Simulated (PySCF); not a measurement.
## Electron correlation in Ne(2+) (neon, charge +2)

[He] 2s2 2p4, high-spin 3P determinant. Calculation: PySCF 2.14, in aug-cc-pVDZ; the non-relativistic Hamiltonian (point nucleus). Frozen: 1s2; 6 electrons correlated.

```
  level  correlation energy (mhartree)
   CCSD                        -111.03
    (T)                          -0.87
CCSD(T)                        -111.90
  CCSDT                        -111.99
```

Diagnostics: T1 = 0.0036, D1 = 0.0060, largest double amplitude 0.025.

Cost of the coupled-cluster step: of the order of 0.27 core-seconds, for 6 correlated electrons.
